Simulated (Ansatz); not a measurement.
CH$_{3}$ClN$_{2}$Si (`N[SiH]1N=C1Cl`), relaxed with RKS PBE-D4/def2-SVP in Ansatz 0.2.0 from a rough embedded geometry. The force threshold is 0.03 eV/Å; the program also tests the step.

Charge 0, multiplicity 1.

Start:

```xyz
8

N    -0.561   -1.439   -0.476
Si    0.183    0.048   -0.725
N     0.229    0.473    1.100
C     0.042    1.424    0.279
Cl   -0.374    3.003    0.516
H    -1.267   -1.235    0.328
H     0.127   -1.999    0.080
H     1.620   -0.275   -1.102
```

```csv
step,energy (eV),largest force (eV/Å),largest move (Å)
1,-24440.5264,3.470,0.000
2,-24441.4643,1.325,0.195
3,-24441.8861,0.870,0.198
4,-24442.0746,0.594,0.199
5,-24442.1339,0.854,0.193
6,-24442.1639,1.700,0.200
7,-24442.2016,0.265,0.041
8,-24442.2077,0.347,0.105
9,-24442.2128,0.205,0.083
10,-24442.2182,0.104,0.035
11,-24442.2186,0.094,0.015
12,-24442.2192,0.070,0.030
13,-24442.2194,0.015,0.024
```

End:

```xyz
8

N    -0.554   -1.429   -0.235
Si    0.496   -0.079   -0.256
N     0.761    0.978    1.217
C     0.045    1.557    0.314
Cl   -0.715    3.139    0.374
H    -1.434   -1.448    0.283
H    -0.253   -2.351   -0.551
H     1.655   -0.367   -1.147
```

Run time 20 s (2 threads of an AMD EPYC 7R32 on a shared host); peak host memory 0.16 GiB.
